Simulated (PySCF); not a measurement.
# Trend along group 12: MH molecules

PBE0 with double-zeta basis sets in PySCF, for the lowest determinant that a PBE0 search found; no spin–orbit coupling. De refers to high-spin ground-configuration atoms. A positive dipole means M(−)H(+).

| M | basis | state (unpaired electrons) | Re (Å) | ωe (cm⁻¹) | De (eV) | μ (D) |
| --- | --- | --- | --- | --- | --- | --- |
| Zn | cc-pVDZ-PP/cc-pVDZ | doublet (σ ↑) | 1.603 | 1581 | 1.00 | -0.30 |
| Cd | cc-pVDZ-PP/cc-pVDZ | doublet (σ ↑) | 1.764 | 1442 | 0.82 | -0.44 |
| Hg | def2-SVP | doublet (σ ↑) | 1.802 | 1189 | 0.32 | -0.38 |

The shortest bond is that of ZnH (1.603 Å), the longest that of HgH (1.802 Å). ZnH is bound most strongly (1.00 eV) and HgH least (0.32 eV).

The rows differ in basis set, which adds steps of its own.

Down a group the atoms grow and get heavier, so bonds lengthen and wavenumbers fall; this series shows no clear exception.

Weak bonds: HgH. Basis-set superposition, not corrected here, can be much of De in a small basis, most of all at correlated wavefunction levels. Functionals without a dispersion term scatter widely for such bonds, and LDA overbinds them. Spin–orbit coupling is left out. States were picked by a PBE0 search and need not be the measured ground states.
